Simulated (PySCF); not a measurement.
## [Cr(=O)2(OH)2] (charge 0, multiplicity 1)

These are TPSSh-D3(BJ)/def2-TZVP // BP86-D3(BJ)/def2-SVP (PySCF) values and carry that method's errors.

The HOMO comes out as -8.26 eV and the dipole moment comes out as 0.35 D. The LUMO is -4.54 eV and the HOMO–LUMO gap comes out as 3.72 eV. The charge on the central atom (Mulliken) comes out as 1.42 e, the charge on the central atom (meta-Löwdin) comes out as 1.40 e and the total energy is -1346.8167 Ha. The cost is very roughly 2.7 core-minutes.

```xyz
7

Cr     0.1242     0.1236     0.1736
O     -0.6100    -0.1498    -1.1878
O     -0.4274    -0.9203     1.2101
O      1.8451    -0.0659    -0.0227
H      2.2336    -0.8985    -0.3597
O     -0.1983     1.7456     0.7228
H     -1.1102     2.0552     0.8971
```
Charge 0, spin multiplicity 1.
